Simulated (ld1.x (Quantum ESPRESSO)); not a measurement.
# An all-electron radial function and its pseudo partner (lithium)

Columns: radius, all-electron u(r) and pseudo u(r) of the 2p shell (level -1.09 eV) of lithium in the configuration 1s2 2s1 2p0; PBE, scalar-relativistic, TM semilocal scheme, ld1.x (Quantum ESPRESSO) 7.5.

```json
{"r (bohr)": "0.220", "all-electron": "0.0168", "pseudo": "0.0069"}
{"r (bohr)": "0.440", "all-electron": "0.0517", "pseudo": "0.0269"}
{"r (bohr)": "0.660", "all-electron": "0.0927", "pseudo": "0.0584"}
{"r (bohr)": "0.880", "all-electron": "0.1349", "pseudo": "0.0988"}
{"r (bohr)": "1.100", "all-electron": "0.1758", "pseudo": "0.1449"}
{"r (bohr)": "1.320", "all-electron": "0.2144", "pseudo": "0.1931"}
{"r (bohr)": "1.540", "all-electron": "0.2498", "pseudo": "0.2401"}
{"r (bohr)": "1.760", "all-electron": "0.2818", "pseudo": "0.2830"}
{"r (bohr)": "1.980", "all-electron": "0.3119", "pseudo": "0.3202"}
{"r (bohr)": "2.200", "all-electron": "0.3396", "pseudo": "0.3509"}
{"r (bohr)": "2.420", "all-electron": "0.3639", "pseudo": "0.3751"}
{"r (bohr)": "2.640", "all-electron": "0.3846", "pseudo": "0.3938"}
{"r (bohr)": "2.860", "all-electron": "0.4015", "pseudo": "0.4078"}
{"r (bohr)": "3.080", "all-electron": "0.4146", "pseudo": "0.4182"}
{"r (bohr)": "3.300", "all-electron": "0.4241", "pseudo": "0.4257"}
{"r (bohr)": "3.520", "all-electron": "0.4301", "pseudo": "0.4306"}
{"r (bohr)": "3.740", "all-electron": "0.4329", "pseudo": "0.4330"}
{"r (bohr)": "3.960", "all-electron": "0.4328", "pseudo": "0.4328"}
{"r (bohr)": "4.180", "all-electron": "0.4301", "pseudo": "0.4301"}
{"r (bohr)": "4.400", "all-electron": "0.4251", "pseudo": "0.4251"}
{"r (bohr)": "4.620", "all-electron": "0.4183", "pseudo": "0.4183"}
{"r (bohr)": "4.840", "all-electron": "0.4100", "pseudo": "0.4100"}
{"r (bohr)": "5.060", "all-electron": "0.4004", "pseudo": "0.4004"}
{"r (bohr)": "5.280", "all-electron": "0.3899", "pseudo": "0.3899"}
{"r (bohr)": "5.500", "all-electron": "0.3787", "pseudo": "0.3787"}
{"r (bohr)": "5.720", "all-electron": "0.3670", "pseudo": "0.3670"}
```

Q: How many radial nodes do the two functions have?

A: The all-electron 2p function has n − l − 1 = 0; the pseudo-wave has 0.

Q: At about which radius was the pseudo-wave matched?

A: 4.20 bohr. The columns agree to 0.0005 from 3.74 bohr on; several derivatives are matched, so the curves merge somewhat inside the radius.

Q: Where does each function peak?

A: Outermost all-electron maximum near 3.74 bohr, pseudo maximum near 3.74 bohr (to the table’s step).

Q: Is the pseudo-wave norm-conserving?

A: Yes: the TM semilocal scheme keeps the norm inside the radius equal to the all-electron one, which fixes the energy derivative of the logarithmic derivative at the level.
